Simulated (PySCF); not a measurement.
## Variants of one PySCF input: SrCl

Base input, run as `OMP_NUM_THREADS=1 python input.py` with PySCF 2.14:

```python
from pyscf import gto, dft, tdscf

mol = gto.M(
    atom='Sr 0 0 0; Cl 0 0 2.492',
    basis='def2-svpd',
    ecp={'Sr': 'def2-svpd'},
    charge=0,
    spin=1,
    verbose=3,
)
mf = dft.UKS(mol, xc='b3lyp5')
mf.kernel()
td = tdscf.TDA(mf)
td.nstates = 3
td.kernel()
td.analyze(verbose=3)
mf.dip_moment()
print('orbital energies (hartree):', [e[max(0, n-3):n+3].round(4) for e, n in zip(mf.mo_energy, mol.nelec)])
```

Base result: E(SCF) = -490.757944 Eh, ⟨S²⟩ = 0.750, μz(SCF) = -4.62 D, first excitations without spin–orbit coupling 1.92, 1.92, 1.98 eV. The bond length is a typed value, not an optimised one. No search for the lowest solution was made.

Run time: 12 s on 1 thread of Arm Neoverse V2 (shared host), peak memory 0.25 GiB.

Each row names what differs from the base; energies in brackets are changes from the base.

```tsv
change	result	wall time (s)
cycle limit: 50 → 5	not converged: SCF	11
level shift (hartree): none → -0.2 [unsound on purpose] [may be another electronic state] [spin-contaminated]	not converged: SCF	21
convergence threshold: default → 1e-16	E(SCF) = -490.757944 Eh (+0.0000 eV), ⟨S²⟩ = 0.750, μz(SCF) = -4.62 D, first excitations without spin–orbit coupling 1.92, 1.92, 1.98 eV	13
charge: 0 → 1; spin (2S): 1 → 0 [another spin of the ion may lie lower]	E(SCF) = -490.550438 Eh (+5.6465 eV), first excitations without spin–orbit coupling 3.89, 3.89, 3.94 eV	10
geometry: bond 2.492 → bond 3.115	E(SCF) = -490.742594 Eh (+0.4177 eV), ⟨S²⟩ = 0.750, μz(SCF) = -8.02 D, first excitations without spin–orbit coupling 1.93, 1.93, 1.97 eV	12
spin (2S): 1 → 2 [unsound on purpose]	stops with RuntimeError (Electron number 27 and spin 2 are not consistent)	0.5
integration grid: default → (50, 194)	E(SCF) = -490.757910 Eh (+0.0009 eV), ⟨S²⟩ = 0.750, μz(SCF) = -4.63 D, first excitations without spin–orbit coupling 1.92, 1.92, 1.98 eV	5
basis set: def2-svpd → def2-svp [with its own core potential]	E(SCF) = -490.751570 Eh, ⟨S²⟩ = 0.750, μz(SCF) = -4.26 D, first excitations without spin–orbit coupling 1.95, 1.95, 1.99 eV	7.9
number of roots: 3 → 2	E(SCF) = -490.757944 Eh (+0.0000 eV), ⟨S²⟩ = 0.750, μz(SCF) = -4.62 D, first excitations without spin–orbit coupling 1.92, 1.92 eV	11
basis set: def2-svpd → cc-pvdz-dk; core potential: on → off; spin-free X2C: off → on	E(SCF) = -3640.748456 Eh, ⟨S²⟩ = 0.750, μz(SCF) = -4.52 D, first excitations without spin–orbit coupling 1.94, 1.94, 1.98 eV	14
cycle limit: 50 → 8	not converged: SCF	11
SCF type: UKS → RKS [runs as restricted open-shell]	E(SCF) = -490.757905 Eh (+0.0011 eV), μz(SCF) = -4.62 D, first excitations without spin–orbit coupling 1.93, 1.93, 1.99 eV	12
spin-free X2C: off → on [unsound on purpose]	stops with NotImplementedError	0.51
```

Problem. Order these changes by how far they move the SCF energy from the base, largest first: (1) SCF type: UKS → RKS; (2) geometry: bond 2.492 → bond 3.115; (3) integration grid: default → (50, 194).

Solution. (2) +0.4177 eV, (1) +0.0011 eV, (3) +0.0009 eV.
